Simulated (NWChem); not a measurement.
# CH3ClOSi, singlet; SMILES CO[Si]Cl

```xyz
7

Si     1.1237     0.1022     0.0001
Cl    -0.4759     1.5053     0.0000
O      0.3205    -1.3359    -0.0002
C     -1.0158    -1.7716     0.0001
H     -1.7176    -0.9227    -0.0037
H     -1.1952    -2.3944    -0.8900
H     -1.1972    -2.3879     0.8943
```
Atoms are numbered in this order, from 1.

Computed with NWChem. Low-valent species are run as closed-shell singlets; no triplet was tried in these runs. All runs use the structure optimised with PBE0/def2-SVP. Level M06-2X/def2-SVP: energy and gradient on several grids; changes count from the extra-fine grid, which is no exact limit either.

```
grid     size of the energy change (μHa)  largest change of a gradient component (μHa/bohr)  time, medium = 1 (rough)
-------  -------------------------------  -------------------------------------------------  ------------------------
xcoarse                             2000                                                600                   about 1
coarse                               200                                                500                   about 1
medium                                50                                                200                   about 1
fine                                < 10                                                 30                   about 1
xfine                               < 10                                               < 30                         2
```
